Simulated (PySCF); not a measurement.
Geometry:
```
atom   x (Å)   y (Å)   z (Å)
  C1  -3.918   0.627   0.171
  C2  -2.821   0.162   0.060
  C3  -1.474  -0.353  -0.069
  C4  -0.444   0.787   0.023
  C5   0.908   0.277  -0.104
  C6   2.012  -0.176  -0.214
  C7   3.355  -0.699  -0.343
  H8  -4.887   1.015   0.267
  H9  -1.287  -1.082   0.725
 H10  -1.373  -0.864  -1.031
 H11  -0.550   1.298   0.984
 H12  -0.633   1.516  -0.772
 H13   3.749  -0.966   0.638
 H14   4.006   0.051  -0.792
 H15   3.353  -1.587  -0.976
```

Geometry: GFN2-xTB; GIAO shifts from PySCF, gas phase, non-relativistic, averaged over equivalent atoms.

At HF/pcSseg-0 (79 basis functions, 1.9 s wall time on 1 thread of an Intel Xeon Platinum 8488C, shared host):
```
      atoms  δ (ppm)
         C2     93.0
         C5     92.2
         C6     92.1
         C1     89.1
         C4     18.8
         C3     18.2
         C7      4.8
    H11/H12     2.46
     H9/H10     2.38
         H8     2.25
H13/H14/H15     2.09
```

References, each an isolated molecule treated in the same way: TMS for 13C (σ = 202.47 ppm), 1H (σ = 33.98 ppm).

Q: What do these become at wB97X-D/pcSseg-1?

A: 
```tsv
atoms	δ at wB97X-D/pcSseg-1	change
C2	88.3	-4.7
C5	84.7	-7.5
C6	84.2	-7.9
C1	76.4	-12.7
C4	22.6	+3.8
C3	22.2	+4.0
C7	4.6	-0.2
H11/H12	2.44	-0.02
H9/H10	2.38	+0.00
H8	1.42	-0.83
H13/H14/H15	1.88	-0.21
```

Scale: 13C (187.07 ppm) and 1H (31.83 ppm) vs TMS (reference shieldings calculated alike).

The largest change is at C1 (terminal alkyne carbon). Cost: 159 basis functions, 20 s wall time on 1 thread of an Intel Xeon Platinum 8488C, shared host. The order of the carbon signals is the same at both levels.
